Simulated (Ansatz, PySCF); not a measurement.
Cl3FHNW, SMILES [NH]=[W]([F])([Cl])([Cl])[Cl], multiplicity 1. Atoms are numbered in the order given.

```xyz
7

W      0.2170    -0.1950     0.0000
N      0.5373    -1.9003     0.0000
H      0.7270    -2.9014     0.0000
F      2.0126     0.2558     0.0000
Cl    -0.9948    -0.2726    -1.9170
Cl    -0.9948    -0.2726     1.9170
Cl    -0.1133     2.1631     0.0000
```

Coordinates come from a PBE0-D3(BJ)/def2-SVP optimisation. The multiplicity is an assumed one; no other spin state was optimised. The structure was generated by enumeration; whether it is a known compound was not checked. The def2 effective core potentials stand for the cores of W; spin–orbit coupling is left out.

Two levels are set side by side: PBE-D3(BJ)/def2-SVP (Ansatz, an electronic-structure program) and PBE0-D3(BJ)/def2-SVP (Ansatz). Each level has its own optimised geometry; the coordinates shown are those of the second. Frequencies come from the Hessian of PySCF at each geometry. Differences are taken from unrounded values.

| quantity | PBE0-D3(BJ) |
|---|---|
| mean bond length (Å) | 1.921 |
| bond W1–N2 (Å) | 1.735 |
| bond W1–F4 (Å) | 1.851 |
| bond W1–Cl5 (Å) | 2.269 |
| bond W1–Cl6 (Å) | 2.269 |
| bond W1–Cl7 (Å) | 2.381 |
| bond N2–H3 (Å) | 1.019 |
| highest harmonic wavenumber (cm⁻¹) | 3623 |
| mean harmonic wavenumber (cm⁻¹) | 616 |
| zero-point energy (kcal/mol) | 13.21 |

Q: What does PBE-D3(BJ) give, and how far is it from PBE0-D3(BJ)? (Estimate from the structure and the level; the computed values follow.)

A: 
```json
[
 {"quantity": "mean bond length (Å)", "PBE-D3(BJ)": "1.937", "PBE-D3(BJ) minus PBE0-D3(BJ)": "0.016"},
 {"quantity": "bond W1–N2 (Å)", "PBE-D3(BJ)": "1.760", "PBE-D3(BJ) minus PBE0-D3(BJ)": "0.025"},
 {"quantity": "bond W1–F4 (Å)", "PBE-D3(BJ)": "1.869", "PBE-D3(BJ) minus PBE0-D3(BJ)": "0.018"},
 {"quantity": "bond W1–Cl5 (Å)", "PBE-D3(BJ)": "2.285", "PBE-D3(BJ) minus PBE0-D3(BJ)": "0.016"},
 {"quantity": "bond W1–Cl6 (Å)", "PBE-D3(BJ)": "2.285", "PBE-D3(BJ) minus PBE0-D3(BJ)": "0.016"},
 {"quantity": "bond W1–Cl7 (Å)", "PBE-D3(BJ)": "2.394", "PBE-D3(BJ) minus PBE0-D3(BJ)": "0.013"},
 {"quantity": "bond N2–H3 (Å)", "PBE-D3(BJ)": "1.027", "PBE-D3(BJ) minus PBE0-D3(BJ)": "0.008"},
 {"quantity": "highest harmonic wavenumber (cm⁻¹)", "PBE-D3(BJ)": "3502", "PBE-D3(BJ) minus PBE0-D3(BJ)": "-121"},
 {"quantity": "mean harmonic wavenumber (cm⁻¹)", "PBE-D3(BJ)": "588", "PBE-D3(BJ) minus PBE0-D3(BJ)": "-28"},
 {"quantity": "zero-point energy (kcal/mol)", "PBE-D3(BJ)": "12.61", "PBE-D3(BJ) minus PBE0-D3(BJ)": "-0.60"}
]
```

Exact exchange shortens and stiffens bonds; PBE has none. Differences between two approximate levels are no errors against the true value.
